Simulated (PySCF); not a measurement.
**[SmF2]+ at several levels of theory**

Computed with PySCF 2.14.0 (density fitting, no spin-orbit coupling) at the geometry relaxed with PBE0:

```xyz
3
[SmF2]+ (singlet in the valence; each metal's 4f electrons, 5 of them, lie in its core potential, out of spins and levels)
Sm    0.0000    0.0000   -0.3558
F     1.6062    0.0000    0.7870
F    -1.6062    0.0000    0.7870
```

| level | basis | state | HOMO (eV) | gap (eV) | charge on Sm1 (e) | population of f-type functions on Sm1 (polarisation alone where 4f lies in the core) | dipole about the centre of mass (D) | largest force component (eV/Å) |
| --- | --- | --- | --- | --- | --- | --- | --- | --- |
| PBE0 | Sm lcecp-1-SVP with ECP51, F def2-SVP | singlet | -16.03 | 8.20 | 1.67 | 0.10 | 6.40 | 0.01 |
| TPSSh | the same | singlet | -14.95 | 6.90 | 1.64 | 0.10 | 6.24 | 0.36 |
| BLYP | the same | singlet | -14.02 | 5.37 | 1.51 | 0.09 | 5.89 | 0.83 |

In the lcecp rows the 4f levels are missing from HOMO and gap, and the state counts the valence alone.

Charges are Mulliken's, which hang on the basis. The relaxation used the grid (50, 194), these runs (75, 302) or, all-electron (x2c bases, spin-free X2C Hamiltonian), (99, 590).

Problem. What does PBE0 with Sm lcecp-1-TZVP with ECP51, F def2-TZVP give here?

Solution. state singlet, HOMO (eV) -16.06, gap (eV) 8.32, charge on Sm1 (e) 1.85, population of f-type functions on Sm1 (polarisation alone where 4f lies in the core) 0.11, dipole about the centre of mass (D) 6.44, largest force component (eV/Å) 0.24. Time: 7.1 s on 2 threads of Arm Neoverse V1, with other jobs on the host, from free ions and atoms.

In the first row's basis the gap widens with exact exchange: 5.4 eV for BLYP (none); 6.9 to 8.2 eV for TPSSh, PBE0 (a fixed share).

An lcecp potential fixes the number of 4f electrons, so in runs with it no electron can move into or out of that shell.
